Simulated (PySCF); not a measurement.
PySCF input file for GeH₂, SMILES [GeH2] (connectivity only; charge and spin as stated), charge +1, multiplicity 2, TDA-B3LYP/def2-TZVPD. Coordinates come from a ωB97X-D3(BJ)/def2-TZVPD optimisation. The spin state was assumed, not searched. The isomer is the one that the SMILES or the coordinates give; other isomers of the formula were not compared.

```python
import numpy as np
from pyscf import gto, scf, dft, tdscf

mol = gto.M(
    atom='''
    Ge    0.00000000    0.00000000   -0.04495904
    H     0.00000000    1.34174952    0.71934465
    H     0.00000000   -1.34174952    0.71934464
    ''',
    basis='def2-TZVPD',
    charge=1,
    spin=1,
    max_memory=1600,
    verbose=4,
)
mf = dft.UKS(mol, xc='b3lyp').density_fit(auxbasis='def2-universal-jkfit')
mf.grids.level = 3
mf.conv_tol = 1e-9
mf.max_cycle = 100
mf.kernel()
fine, coarse = mf.grids, dft.Grids(mol).set(level=1).build(with_non0tab=True)
for _ in range(3):  # follow internal instabilities
    mf.grids = coarse
    mo, _, stable, _ = mf.stability(return_status=True, nroots=4)
    mf.grids = fine
    if stable:
        break
    mf.kernel(mf.make_rdm1(mo, mf.mo_occ))
mf.grids = dft.Grids(mol).set(level=1).build(with_non0tab=True)  # coarser grid for the response kernel
td = tdscf.TDA(mf)
td.nstates = 10
td.conv_tol = 1e-4
td.positive_eig_threshold = 1e-6
td.kernel(x0=td.get_init_guess(mf, 15))
td.analyze()
```

Output:

```
PySCF version 2.14.0

[INPUT] verbose = 4
[INPUT] num. atoms = 3
[INPUT] num. electrons = 33
[INPUT] charge = 1
[INPUT] spin (= nelec alpha-beta = 2S) = 1
[INPUT] symmetry False subgroup None
[INPUT] Mole.unit = angstrom
[INPUT] Symbol           X                Y                Z      unit          X                Y                Z       unit  Magmom
[INPUT]  1 Ge     0.000000000000   0.000000000000  -0.044959040000 AA    0.000000000000   0.000000000000  -0.084960272423 Bohr   0.0
[INPUT]  2 H      0.000000000000   1.341749520000   0.719344650000 AA    0.000000000000   2.535539120567   1.359364377671 Bohr   0.0
[INPUT]  3 H      0.000000000000  -1.341749520000   0.719344640000 AA    0.000000000000  -2.535539120567   1.359364358774 Bohr   0.0

nuclear repulsion = 22.1296303676584
number of shells = 28
number of NR pGTOs = 128
number of NR cGTOs = 72
basis = def2-TZVPD
ecp = {}


[settings echo left out]
init E= -2077.45007368998
  alpha nocc = 17  HOMO = -0.198835272392075  LUMO = -0.129057815612304
  beta  nocc = 16  HOMO = -0.358212002775434  LUMO = -0.198835272392073

WARN: HOMO -0.198835272392075 >= LUMO -0.198835272392073

cycle= 1 E= -2077.80022081543  delta_E= -0.35  |g|= 0.531  |ddm|= 1.05
  alpha nocc = 17  HOMO = -0.575259568794539  LUMO = -0.437359743556916
  beta  nocc = 16  HOMO = -0.661189442495181  LUMO = -0.476633324872568
  HOMO = -0.575259568795  LUMO = -0.476633324873  gap/eV = 2.68376
cycle= 2 E= -2077.80124728235  delta_E= -0.00103  |g|= 0.643  |ddm|= 0.721
  alpha nocc = 17  HOMO = -0.537084338481773  LUMO = -0.393266344836017
  beta  nocc = 16  HOMO = -0.635576623377179  LUMO = -0.432935434148925
  HOMO = -0.537084338482  LUMO = -0.432935434149  gap/eV = 2.83404
cycle= 3 E= -2077.86249563427  delta_E= -0.0612  |g|= 0.0212  |ddm|= 0.39
  alpha nocc = 17  HOMO = -0.524745074344384  LUMO = -0.37812609711248
  beta  nocc = 16  HOMO = -0.622735703776282  LUMO = -0.416198545546573
  HOMO = -0.524745074344  LUMO = -0.416198545547  gap/eV = 2.95370
cycle= 4 E= -2077.86280577374  delta_E= -0.00031  |g|= 0.00605  |ddm|= 0.0774
  alpha nocc = 17  HOMO = -0.525764844752219  LUMO = -0.378831638344423
  beta  nocc = 16  HOMO = -0.6217745341941  LUMO = -0.415843923937325
  HOMO = -0.525764844752  LUMO = -0.415843923937  gap/eV = 2.99110
cycle= 5 E= -2077.86282502045  delta_E= -1.92e-05  |g|= 0.00093  |ddm|= 0.0091
  alpha nocc = 17  HOMO = -0.525871855178303  LUMO = -0.378926667869679
  beta  nocc = 16  HOMO = -0.622133252988549  LUMO = -0.415745071094658
  HOMO = -0.525871855178  LUMO = -0.415745071095  gap/eV = 2.99670
cycle= 6 E= -2077.86282587432  delta_E= -8.54e-07  |g|= 0.000314  |ddm|= 0.00177
  alpha nocc = 17  HOMO = -0.525940700114735  LUMO = -0.378955278619679
  beta  nocc = 16  HOMO = -0.622059850189769  LUMO = -0.415757279561668
  HOMO = -0.525940700115  LUMO = -0.415757279562  gap/eV = 2.99824
cycle= 7 E= -2077.86282597995  delta_E= -1.06e-07  |g|= 7.15e-05  |ddm|= 0.000552
  alpha nocc = 17  HOMO = -0.525934835440232  LUMO = -0.378961355258721
  beta  nocc = 16  HOMO = -0.622034898270784  LUMO = -0.415744642115493
  HOMO = -0.52593483544  LUMO = -0.415744642115  gap/eV = 2.99843
cycle= 8 E= -2077.86282598902  delta_E= -9.07e-09  |g|= 1.57e-05  |ddm|= 0.000188
  alpha nocc = 17  HOMO = -0.525935195432158  LUMO = -0.378962434204646
  beta  nocc = 16  HOMO = -0.622033018682859  LUMO = -0.415746744303303
  HOMO = -0.525935195432  LUMO = -0.415746744303  gap/eV = 2.99838
cycle= 9 E= -2077.86282598959  delta_E= -5.64e-10  |g|= 1.75e-06  |ddm|= 5.92e-05
  alpha nocc = 17  HOMO = -0.525934895945465  LUMO = -0.378962402778046
  beta  nocc = 16  HOMO = -0.622032403011596  LUMO = -0.41574664611297
  HOMO = -0.525934895945  LUMO = -0.415746646113  gap/eV = 2.99838
Extra cycle  E= -2077.86282598959  delta_E= -3.18e-12  |g|= 8.27e-07  |ddm|= 4.9e-06
converged SCF energy = -2077.86282598959  <S^2> = 0.75243527  2S+1 = 2.0024338
tot grids = 12360
uhf_internal: lowest eigs of H = [0.14937249 0.28611472 0.3214734  0.45147975]
<class 'pyscf.df.df_jk.DFUKS'> wavefunction is stable in the internal stability analysis
tot grids = 12360
Overwritten attributes  positive_eig_threshold  of <class 'pyscf.tdscf.uks.TDA'>


******** <class 'pyscf.tdscf.uks.TDA'> for <class 'pyscf.df.df_jk.DFUKS'> ********
nstates = 10
deg_eia_thresh = 1.000e-03
wfnsym = None
conv_tol = 0.0001
eigh lindep = 1e-12
eigh level_shift = 0
eigh max_cycle = 100


Excitation energies (eV)
[2.06416047 4.19747501 4.76150906 5.45132803 6.47303052 7.79831278
 8.6613082  8.94999851 9.03994022 9.12119871]

** Excitation energies and oscillator strengths **
Excited State   1:      2.06416 eV    600.65 nm  f=0.0051
      17a ->   18a      0.99739
Excited State   2:      4.19748 eV    295.38 nm  f=0.0133
      16a ->   19a      0.12970
      16b ->   17b     -0.98329
Excited State   3:      4.76151 eV    260.39 nm  f=0.0000
      16a ->   18a     -0.53893
      16b ->   18b      0.84013
Excited State   4:      5.45133 eV    227.44 nm  f=0.0000
      16a ->   18a      0.84092
      16b ->   18b      0.54001
Excited State   5:      6.47303 eV    191.54 nm  f=0.0123
      17a ->   19a     -0.98611
      15b ->   17b     -0.10285
Excited State   6:      7.79831 eV    158.99 nm  f=0.0828
      17a ->   20a     -0.91194
      16b ->   19b     -0.39114
Excited State   7:      8.66131 eV    143.15 nm  f=0.0177
      16a ->   19a     -0.68258
      17a ->   20a     -0.28331
      16b ->   19b      0.65321
Excited State   8:      8.95000 eV    138.53 nm  f=0.0393
      16a ->   20a      0.33669
      17a ->   19a      0.11271
      17a ->   23a      0.33365
      15b ->   17b     -0.85332
Excited State   9:      9.03994 eV    137.15 nm  f=0.1236
      17a ->   21a      0.99359
Excited State  10:      9.12120 eV    135.93 nm  f=0.0002
      15a ->   18a     -0.59207
      17a ->   24a      0.22594
      15b ->   18b      0.75837

** Transition electric dipole moments (AU) **
state          X           Y           Z        Dip. S.      Osc.
  1         0.3186      0.0000      0.0000      0.1015      0.0051
  2        -0.0000      0.3596      0.0000      0.1293      0.0133
  3         0.0000      0.0000      0.0000      0.0000      0.0000
  4         0.0000     -0.0000      0.0000      0.0000      0.0000
  5         0.0000     -0.0000     -0.2789      0.0778      0.0123
  6         0.0000     -0.6582     -0.0000      0.4332      0.0828
  7        -0.0000     -0.2887     -0.0000      0.0833      0.0177
  8        -0.0000     -0.0000      0.4234      0.1793      0.0393
  9        -0.0000      0.0000     -0.7471      0.5581      0.1236
 10        -0.0279      0.0000      0.0000      0.0008      0.0002

** Transition velocity dipole moments (imaginary part, AU) **
state          X           Y           Z        Dip. S.      Osc.
  1        -0.0259      0.0000      0.0000      0.0007      0.0059
  2        -0.0000      0.0001     -0.0000      0.0000      0.0000
  3        -0.0000     -0.0000      0.0000      0.0000      0.0000
  4         0.0000     -0.0000      0.0000      0.0000      0.0000
  5        -0.0000     -0.0000     -0.0627      0.0039      0.0110
  6        -0.0000     -0.1245      0.0000      0.0155      0.0361
  7        -0.0000     -0.0687     -0.0000      0.0047      0.0099
  8         0.0000     -0.0000      0.0628      0.0039      0.0080
  9        -0.0000      0.0000     -0.2339      0.0547      0.1097
 10        -0.0286      0.0000      0.0000      0.0008      0.0016

** Transition magnetic dipole moments (imaginary part, AU) **
state          X           Y           Z
  1         0.0000      0.9286      0.0000
  2        -0.7603      0.0000     -0.0000
  3        -0.0000     -0.0000      0.2767
  4         0.0000     -0.0000      1.2368
  5         0.0000     -0.0000      0.0000
  6         0.9472      0.0000     -0.0000
  7         0.2046      0.0000     -0.0000
  8         0.0000      0.0000      0.0000
  9         0.0000      0.0000      0.0000
 10         0.0000     -0.0038     -0.0000
```

The run converged.
